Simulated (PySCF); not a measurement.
**SMILES FB(F)c1ncccn1, C4H3BF2N2**

Cartesian coordinates in Å; atom numbers follow the order of the lines, from 1:
```xyz
12

F     3.019   -1.369    0.355
B     2.425   -0.229    0.093
F     3.241    0.778   -0.113
C     0.853   -0.081    0.031
N     0.110   -1.166    0.258
C    -1.203   -1.040    0.207
C    -1.819    0.172   -0.074
C    -0.967    1.246   -0.296
N     0.346    1.123   -0.246
H    -1.771   -1.942    0.397
H    -2.892    0.273   -0.116
H    -1.340    2.237   -0.523
```

Theory: quadratic response PBE0/def2-SVPD first hyperpolarisability, Taylor convention, gas phase in PySCF 2.14.0. Geometry: GFN2-xTB.

Question: Give the tensor of the static β(0;0,0) in the axes of these coordinates.

Answer: In au, Taylor convention; rows are the first index (the induced dipole):
```
       xx     yy     zz     xy     xz    yz
x  -114.0  +33.0  +15.1  +17.8   -6.5  -3.8
y   +17.8   -9.7   -1.8  +33.0   -3.8  +2.2
z    -6.5   +2.2   +1.8   -3.8  +15.1  -1.8
```
Norm of βᵢ = ⅓ Σⱼ (βᵢⱼⱼ + βⱼᵢⱼ + βⱼⱼᵢ): 66.2 au, hyper-Rayleigh value 45.5 au.
